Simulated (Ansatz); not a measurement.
CH6GeS can be A, `C[S][GeH3]`, or B, `[CH3][GeH2][SH]`.

Gas-phase electronic energies from Ansatz, PBE0-D4/def2-TZVP geometries. CCSD(T)/CBS is the MP2 limit (def2-TZVPP, def2-QZVPP) plus CCSD(T) − MP2 in def2-TZVPP, frozen cores. DFT in def2-TZVPP. B3LYP here is the variant with VWN-RPA as its local correlation; programs differ in this. For Ge outer-core shells are correlated without core-valence functions, which leaves a few kJ/mol of doubt a bond. Scalar relativity is left out up to krypton. One conformer a species, not always the lowest.

Task: Which isomer does CCSD(T)/CBS put lower? Give the gap. (Best estimate.)

Result: Computed: B, by 11.8 kcal/mol.

Task: Give E(B) − E(A) in kcal/mol with ωB97M-V, B2PLYP, HF/def2-TZVPP, BLYP-D4, B3LYP, MP2/def2-TZVPP, CCSD/def2-TZVPP. (Best estimate.)

Result: The calculation gave: ωB97M-V -11.4, B2PLYP -11.5, HF/def2-TZVPP -11.4, BLYP-D4 -10.3, B3LYP -11.0, MP2/def2-TZVPP -12.7, CCSD/def2-TZVPP -12.5. None reverses the order clearly.

Task: Does the order hold for the free energy at 298.15 K (harmonic terms from PBE0-D4)? (An estimate is asked.)

Result: The calculation gave: Yes: G(B) − G(A) = -12.2 kcal/mol, for one conformer each.

Largest T1 diagnostic: 0.011.

In def2-TZVPP, CCSD(T) changes the Hartree–Fock value by −0.9 kcal/mol (the triples alone add +0.2 kcal/mol) and MP2 by −1.3 kcal/mol. Leaving LDA and LC-ωPBE aside and taking each functional with its dispersion term where it has one, the values, not all of them listed here, spread over 2.0 kcal/mol, from PBE-QIDH to revPBE-D4.
